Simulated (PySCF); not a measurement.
# CdSb⁺: from constants to spectrum

revPBE constants of CdSb⁺, ³Σ⁻ (triplet), unpaired electrons π ↑↑ (PySCF, scalar-relativistic core potentials, basis sets Cd def2-SVP with ECP28, Sb def2-SVP with ECP28; masses 113.9034 and 120.9038 u):

| Property | Result |
| --- | --- |
| ωe | 138.1 cm⁻¹ |
| ωexe | 0.468 cm⁻¹ |
| Be | 0.035866 cm⁻¹ |
| αe | 0.000153 cm⁻¹ |
| D (centrifugal) | 9.68e-09 cm⁻¹ |
| De to Cd + Sb⁺ | 2.15 eV |

Problem. Give the vibrational terms G(v) and spacings up to v = 6.

Solution. G(v) = ωe(v+½) − ωexe(v+½)².

| v | G(v) (cm⁻¹) | G(v) − G(v−1) | Bv (cm⁻¹) |
| --- | --- | --- | --- |
| 0 | 68.9 |  | 0.03579 |
| 1 | 206.1 | 137.2 | 0.03564 |
| 2 | 342.3 | 136.2 | 0.03548 |
| 3 | 477.6 | 135.3 | 0.03533 |
| 4 | 612.0 | 134.4 | 0.03518 |
| 5 | 745.4 | 133.4 | 0.03502 |
| 6 | 877.9 | 132.5 | 0.03487 |

Problem. How well does the Morse estimate ωe²/(4ωexe) reproduce De, and what is D0?

Solution. It gives 1.26 eV, 59 % of the computed De. D0 = De − G(0) = 2.15 − 0.01 = 2.14 eV.

These are scalar-relativistic numbers at best; spin–orbit coupling would shift them, the dissociation energy most. For an ion De counts to the pair picked by the measured ionisation energies or electron affinities, which need not be the lowest pair at this level. The state was picked by a PBE0 search and need not be the measured ground state.
